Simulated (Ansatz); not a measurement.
Start from `C=C([SiH3])NC` and change one atom or group to get `C=C([SiH3])[SiH2][SiH3]`.

Ansatz, PBE0-D4/def2-TZVP geometries, multiplicity 1. Each molecule was computed in one conformer, which needn't be the lowest.

| property | `C=C([SiH3])NC` |
| --- | --- |
| size of the dipole moment (PBE/def2-TZVPP) / D | 1.75 |
| LUMO energy (ωB97M-V/def2-TZVPP) / eV | 2.23 |
| LUMO energy (PBE0/def2-TZVPP) / eV | 0.23 |
| size of the dipole moment (ωB97M-V/def2-TZVPP) / D | 1.63 |
| HOMO–LUMO gap (B3LYP/def2-TZVPP) / eV | 5.74 |
| HOMO energy (B3LYP/def2-TZVPP) / eV | -5.73 |

Question: Give the same properties after the change, and the shifts. (Best estimate.)

Answer: The calculation gave: 
```
                                          property  `C=C([SiH3])[SiH2][SiH3]`  shift
    size of the dipole moment (PBE/def2-TZVPP) / D                       0.84  -0.91
             LUMO energy (ωB97M-V/def2-TZVPP) / eV                       1.02  -1.21
                LUMO energy (PBE0/def2-TZVPP) / eV                      -1.02  -1.25
size of the dipole moment (ωB97M-V/def2-TZVPP) / D                       0.93  -0.70
             HOMO–LUMO gap (B3LYP/def2-TZVPP) / eV                       6.35   0.61
               HOMO energy (B3LYP/def2-TZVPP) / eV                      -7.54  -1.81
```

With PBE0 the HOMO falls by 1.82 eV and the LUMO falls by 1.25 eV, so the gap widens by about 0.57 eV. PBE moves the HOMO by -1.88 eV and ωB97M-V by -1.68 eV. Dipoles are sizes alone; their direction can turn.

B3LYP here is the variant with VWN-RPA as its local correlation; programs differ in this.
